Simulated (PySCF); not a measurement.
Dipole response of B(3+) (boron, charge +3)

1s2, closed-shell 1S. Calculation: PySCF 2.14, in aug-cc-pVDZ-DK (4s3p2d, 23 functions); the spin-free X2C one-electron Hamiltonian (Gaussian nucleus). Coupled (time-dependent) response in atomic units; α is the mean over directions. A double-zeta set is small for polarisabilities.

| method | mean α (bohr³) | C₆ (like pair) | S(−4) |
| --- | --- | --- | --- |
| UHF | 0.008372 | 0.0004082 | 0.0001393 |
| PBE | 0.009663 | 0.0005137 | 0.0001802 |
| PBE0 | 0.009283 | 0.0004816 | 0.0001678 |
| B3LYP | 0.009421 | 0.0004931 | 0.0001723 |

S(−4) is the Cauchy moment in α(ω) = α(0) + S(−4) ω² + …

α(iu) at PBE:

| u (hartree) | α(iu) (bohr³) |
| --- | --- |
| 0 | 0.009663 |
| 0.0500 | 0.009662 |
| 0.100 | 0.009661 |
| 0.200 | 0.009655 |
| 0.300 | 0.009646 |
| 0.500 | 0.009618 |
| 0.750 | 0.009562 |
| 1.00 | 0.009486 |
| 1.50 | 0.009274 |
| 2.00 | 0.008992 |
| 3.00 | 0.008275 |
| 5.00 | 0.006595 |

For an ion, C₆ is the dispersion term alone; charge-induced terms of lower order in 1/R come first.
